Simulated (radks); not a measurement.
All-electron atom: Te6+ in [Kr] 4d10 (the NIST ground configuration).

Calculated with a radial shooting solver on a logarithmic mesh with Libxc functionals: Dirac Kohn-Sham, PBE, spin-unpolarised, spherical densities, finite nucleus; Fermi nuclear charge, rms radius 4.7423 fm.

Energy parts (eV):
| part | energy |
|---|---|
| total | -184723.367 |
| kinetic | 195349.194 |
| electron-nucleus | -445301.234 |
| Hartree | 69962.883 |
| exchange-correlation | -4734.209 |

Orbitals (lengths in bohr, moments of r in powers of bohr):
orbital,occ.,eigenvalue (eV),<r^2>
1s1/2,2,-31680.01,0.001048
2s1/2,2,-4919.535,0.01688
2p1/2,2,-4614.139,0.01250
2p3/2,4,-4339.614,0.01379
3s1/2,2,-1038.319,0.1185
3p1/2,2,-912.7080,0.1133
3p3/2,4,-861.5239,0.1215
3d3/2,4,-639.9229,0.1029
3d5/2,6,-629.2187,0.1053
4s1/2,2,-237.2867,0.6569
4p1/2,2,-193.9880,0.7246
4p3/2,4,-184.1871,0.7752
4d3/2,4,-114.6164,1.025
4d5/2,6,-113.0852,1.047

The highest occupied level is 4d5/2 at -113.09 eV. Summed over all electrons, <r^2> = 18.35 bohr^2, which gives a Langevin (diamagnetic) susceptibility term of -14.5 x 10^-6 cm^3/mol. The electron density at the nucleus is 2.279e+05 e/bohr^3.
